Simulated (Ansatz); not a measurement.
Consider the redistribution: `N[SiH](N)[Ga]([F])[Cl]` + `C[SiH2]O[SiH3]` → `N[SiH](N)O[SiH3]` + `C[SiH2][Ga]([F])[Cl]`.

Computed with Ansatz on PBE0-D4/def2-TZVP structures; ΔE is electronic, products minus reactants. CBS: MP2 limit from def2 TZ/QZ plus the TZ coupled-cluster correction, frozen cores. This one scheme is used for every species. DFT in def2-TZVPP. For Ga outer-core shells are correlated without core-valence functions, which leaves a few kJ/mol of doubt a bond. Scalar relativity is left out up to krypton. One conformer a species, not always the lowest.

**Question.** Is it downhill or uphill in electronic energy at CCSD(T)/CBS, and by how much? (Estimate.)

**Answer.** Computed: Downhill: ΔE = -7.1 kcal/mol.

**Question.** What do these levels give: r2SCAN-D4, ωB97X-V, ωB97M-V, PBE, HF/def2-TZVPP, MP2/def2-TZVPP, SCS-MP2/def2-TZVPP, CCSD/def2-TZVPP, MP2/def2-QZVPP, SCS-MP2/def2-QZVPP, HF/CBS(def2), CCSD/CBS(def2)? (Best estimate.)

**Answer.** Computed: r2SCAN-D4 -7.0, ωB97X-V -6.9, ωB97M-V -6.9, PBE -6.1, HF/def2-TZVPP -7.1, MP2/def2-TZVPP -7.3, SCS-MP2/def2-TZVPP -7.0, CCSD/def2-TZVPP -7.6, MP2/def2-QZVPP -6.9, SCS-MP2/def2-QZVPP -6.6, HF/CBS(def2) -7.0, CCSD/CBS(def2) -7.1 kcal/mol.

Largest T1 diagnostic among the species: 0.013.
